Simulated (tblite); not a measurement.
C5H10OSi.
Z-matrix (Å and degrees, GFN2-xTB geometry), rows numbered from 1:
```
C 
C   1  1.3207
C   2  1.4878  1  125.00
C   3  1.5517  2  113.65  1   124.46
Si  4  1.9108  3   91.26  2   132.27
O   5  1.6281  4  120.16  3  -125.99
C   3  1.5519  2  113.70  1  -123.02
H   1  1.0780  2  121.61  3     0.10
H   1  1.0774  2  122.27  3  -179.85
H   2  1.0843  1  119.95  3   180.00
H   3  1.0914  2  109.74  1     0.74
H   4  1.0906  3  111.27  2    15.00
H   4  1.0869  3  113.14  2  -105.26
H   5  1.4522  4  119.63  3   107.75
H   6  0.9542  5  122.04  4    46.25
H   7  1.0907  3  111.33  2   -15.29
H   7  1.0868  3  113.18  2   105.13
```

Calculated harmonic vibrations of the isolated species, GFN2-xTB (tblite), most abundant isotopes, no scaling. Against measured fundamentals such values can be off by several per cent, at times by over 20. Modes of hydrogen on silicon can be 10 to 20 % off. One conformer, not necessarily the lowest.

Harmonic wavenumbers (cm⁻¹): 40.7, 65.0, 180.9, 205.4, 280.3, 303.7, 319.0, 367.2, 537.9, 539.7, 642.0, 647.9, 686.1, 722.9, 739.3, 795.2, 804.5, 880.5, 892.1, 922.5, 996.7, 1018.3, 1025.8, 1055.1, 1071.7, 1191.7, 1199.0, 1209.8, 1259.8, 1274.2, 1315.7, 1423.6, 1478.3, 1484.0, 1712.3, 2351.8, 2965.2, 2976.5, 2981.0, 3018.6, 3021.8, 3032.5, 3094.7, 3116.8, 3656.3.

A = 6005, B = 1098, C = 1076 MHz; mass 114.050 u (most abundant isotopes); point group Cs, symmetry number 1.

Task: What is the zero-point energy?

Result: Half the sum of the wavenumbers: 29752 cm⁻¹ = 355.91 kJ/mol.

Task: What is S at 200 K and 1 bar for an ideal gas of classical rigid rotors and harmonic oscillators?

Result: Translation 159.63, rotation 113.04, vibration 62.58: S = 335.3 J/(mol K).

Task: And Cp and H(200 K) − H(0)?

Result: Cp = 103.98 J/(mol K), of which vibrations give 70.72 (their classical limit is 45 R = 374.2); H(200 K) − H(0) = 13.40 kJ/mol without the zero-point energy, 6.75 from vibrations.

Task: How do the functions run with temperature in this model?

Result: 
```json
{"T (K)": "150", "S (J/(mol K))": "308.3", "Cp (J/(mol K))": "84.5", "H − H(0) (kJ/mol)": "8.69", "G − H(0) (kJ/mol)": "-37.55", "ln q(vib)": "2.47"}
{"T (K)": "250", "S (J/(mol K))": "360.7", "Cp (J/(mol K))": "124.8", "H − H(0) (kJ/mol)": "19.12", "G − H(0) (kJ/mol)": "-71.05", "ln q(vib)": "4.50"}
{"T (K)": "298.15", "S (J/(mol K))": "384.4", "Cp (J/(mol K))": "145.0", "H − H(0) (kJ/mol)": "25.61", "G − H(0) (kJ/mol)": "-88.99", "ln q(vib)": "5.51"}
{"T (K)": "400", "S (J/(mol K))": "432.7", "Cp (J/(mol K))": "184.3", "H − H(0) (kJ/mol)": "42.44", "G − H(0) (kJ/mol)": "-130.62", "ln q(vib)": "7.71"}
{"T (K)": "600", "S (J/(mol K))": "519.0", "Cp (J/(mol K))": "241.4", "H − H(0) (kJ/mol)": "85.43", "G − H(0) (kJ/mol)": "-225.99", "ln q(vib)": "12.11"}
{"T (K)": "900", "S (J/(mol K))": "627.9", "Cp (J/(mol K))": "294.3", "H − H(0) (kJ/mol)": "166.48", "G − H(0) (kJ/mol)": "-398.59", "ln q(vib)": "18.46"}
```

q(vib) and H(0) count from the zero-point level.

Task: Which modes carry the vibrational entropy at 200 K?

Result: 40.7 cm⁻¹: 18.56; 65.0 cm⁻¹: 14.71; 180.9 cm⁻¹: 6.69; 205.4 cm⁻¹: 5.79; 280.3 cm⁻¹: 3.76; 303.7 cm⁻¹: 3.30 J/(mol K); the other 39 give 9.79 together.

Hindered rotation and anharmonicity are outside this model. Other conformers, if any are populated, would add a mixing term that is left out.
